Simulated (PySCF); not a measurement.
# Electron correlation in O (oxygen, neutral)

[He] 2s2 2p4, high-spin 3P determinant. Calculation: PySCF 2.14, in def2-TZVPPD (6s4p3d1f, 40 functions); no relativity, point nucleus. Frozen: 1s2; 6 electrons correlated.

MP2 pair energies summed by pair of shells (mhartree):

```json
{"pair": "2p-2p", "energy": "-67.14", "share (%)": "47.1"}
{"pair": "2s-2p", "energy": "-65.20", "share (%)": "45.7"}
{"pair": "2s-2s", "energy": "-10.24", "share (%)": "7.2"}
```

Total MP2 correlation energy: -142.58 mhartree.

Same-spin part -35.12 and opposite-spin part -107.46 mhartree; SCS-MP2 scales them by 1/3 and 6/5 to -140.66 mhartree.
